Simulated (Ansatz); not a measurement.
Reaction (cleavage of the Ga–Ge bond): `[SiH3][GeH2][GaH2]` + CH₃OH → `C[O][GaH2]` + `[SiH3][GeH3]`

Isolated molecules relaxed with PBE0-D4/def2-TZVP in Ansatz; ΔE leaves out vibrations. CCSD(T)/CBS adds triple-zeta CCSD(T) − MP2 to the extrapolated MP2 energy (def2 sets, frozen cores). This one scheme is used for every species. Functionals use def2-TZVPP. B3LYP here is the variant with VWN-RPA as its local correlation; programs differ in this. HSE06 is defined as in plane-wave codes. For Ga, Ge outer-core shells are correlated without core-valence functions, which leaves a few kJ/mol of doubt a bond. Scalar relativity is left out up to krypton.

| level | ΔE (kcal/mol) | difference from CCSD(T)/CBS |
| --- | --- | --- |
| BLYP-D4 | -6.8 | -1.4 |
| r2SCAN-D4 | -6.4 | -1.0 |
| B97M-V | -8.7 | -3.3 |
| B3LYP-D4 | -5.9 | -0.5 |
| BHLYP-D4 | -5.5 | -0.1 |
| ωB97M-V | -5.9 | -0.5 |
| HSE06 | -3.6 | 1.8 |
| CCSD/def2-TZVPP | -6.3 | -0.9 |
| HF/def2-QZVPP | -8.1 | -2.7 |
| MP2/CBS(def2) | -5.8 | -0.4 |
| CCSD(T)/CBS | -5.4 | 0 |

Largest T1 diagnostic among the species: 0.015.

In def2-TZVPP, CCSD(T) changes the Hartree–Fock value by +1.1 kcal/mol (the triples alone add −0.2 kcal/mol) and MP2 by +0.8 kcal/mol. At CCSD(T), def2-SVP lies −4.4 kcal/mol from the extrapolated value and def2-TZVPP −1.0 kcal/mol. From r2SCAN to r2SCAN0 (25 % exact exchange), in def2-TZVPP and without D4, ΔE moves by +1.3 kcal/mol.
